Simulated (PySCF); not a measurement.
H5PSi, SMILES [SiH3]P.

Geometry: B3LYP-D3(BJ)/def2-TZVP.

Method: PySCF with M06-2X/def2-TZVPD.

| Item | Result |
|---|---|
| total energy | -633.80688 hartree |
| point group | Cs |
| highest occupied level | -8.59 eV |
| lowest empty level | 0.36 eV |
| orbital gap | 8.95 eV |
| dipole moment | 0.67 D |
| quadrupole, principal values (traceless, Buckingham form, about the centre of nuclear charge) | -3.13, 1.28, 1.86 D·Å |
| mean static polarisability | 59.0 bohr³ (8.74 Å³) |
| polarisability, principal values | 51.9, 52.4, 72.6 bohr³ |
